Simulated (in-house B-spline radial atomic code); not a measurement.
**Br⁴⁺: [Ar] 3d10 4s1 4p1 7d1 (an excited or competing configuration)**

Level of theory: Dirac-Hartree-Fock, average of configuration, Fermi nucleus of rms radius 4.1629 fm; calculated with a B-spline radial code for spherical atoms.

Z_r = [3n² - l(l+1)]/(2<r>); Z_e = n√(-2ε); the last column is Slater's effective charge. Values are occupation-weighted means over j. An effective charge above Z reflects the relativistic contraction of the inner shells.

```tsv
shell	electrons	ε (eV)	<r> (bohr)	Z_r	Z_e	Slater
1s	2	-13636	0.04273	35.11	31.66	34.70
2s	2	-1896	0.1887	31.80	23.61	30.85
2p	6	-1675.7	0.1653	30.25	22.20	30.85
3s	2	-345.74	0.548	24.63	15.12	23.75
3p	6	-273.68	0.5606	22.30	13.46	23.75
3d	10	-154.2	0.5788	18.14	10.10	13.85
4s	1	-84.836	1.484	16.18	9.99	9.35
4p	1	-68.432	1.649	13.94	8.97	9.35
7d	1	-9.0814	10.69	6.60	5.72	5.00
```

The least bound orbital is 7d5/2 at -9.078 eV, and it is also the most diffuse (<r> = 10.69 bohr).

Spin-orbit splittings of the orbital energies (j = l + 1/2 above j = l - 1/2 when positive): 2p 47.96 eV, 3p 7.246 eV, 3d 1.169 eV, 4p 0.8414 eV, 7d 0.009664 eV.

For the 1s electron the small component carries 1.61 % of the norm, the zero-frequency Breit interaction raises the level by 21.54 eV, self-energy by 11.38 eV, and vacuum polarisation lowers it by 1.161 eV.
